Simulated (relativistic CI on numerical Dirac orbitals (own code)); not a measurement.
# d4 in a ligand field

Computed with a parametric ligand-field model of a d^n configuration (Racah B and C, spin-orbit zeta, crystal field), exact diagonalisation.

Field parameters in Wybourne normalisation: Oh B⁴₀ = 21Dq, B⁴₄ = √(5/14) B⁴₀. The field is a parameter set, without covalency.

B = 810 cm⁻¹, C = 4080 cm⁻¹ (C/B = 5.04), Oh, no spin-orbit coupling. Tanabe-Sugano data, E/B above the lowest term (Δ = |10Dq|; b, c mark the second and third term of a kind):

| Δ/B | 5E | 5T2 | 3T1 | 3E | 3T2 | 1T2 | 1E | 1A1 |
| --- | --- | --- | --- | --- | --- | --- | --- | --- |
| 1.0 | 0.00 | 1.00 | 24.07 | 24.33 | 24.94 | 36.14 | 36.05 | 37.25 |
| 5.0 | 0.00 | 5.00 | 21.98 | 24.73 | 26.60 | 34.44 | 34.47 | 38.26 |
| 9.0 | 0.00 | 9.00 | 18.83 | 24.92 | 27.10 | 31.61 | 32.12 | 37.66 |
| 13.0 | 0.00 | 13.00 | 15.35 | 25.03 | 27.33 | 28.39 | 29.26 | 36.42 |
| 17.0 | 0.00 | 17.00 | 11.72 | 25.09 | 27.47 | 24.97 | 26.08 | 34.79 |
| 21.0 | 0.00 | 21.00 | 8.01 | 25.14 | 27.56 | 21.44 | 22.67 | 32.83 |
| 25.0 | 0.00 | 25.00 | 4.23 | 25.17 | 27.62 | 17.83 | 19.13 | 30.59 |
| 29.0 | 0.00 | 29.00 | 0.41 | 25.20 | 27.67 | 14.16 | 15.48 | 28.10 |
| 33.0 | 3.44 | 36.44 | 0.00 | 28.66 | 31.15 | 13.88 | 15.21 | 28.84 |
| 37.0 | 7.32 | 44.32 | 0.00 | 32.55 | 35.06 | 14.00 | 15.32 | 29.83 |
| 41.0 | 11.21 | 52.21 | 0.00 | 36.45 | 38.97 | 14.11 | 15.40 | 30.68 |
| 45.0 | 15.11 | 60.11 | 0.00 | 40.37 | 42.90 | 14.21 | 15.47 | 31.42 |

The ground term changes from 5E to 3T1 between Δ/B = 29.0 and 33.0.
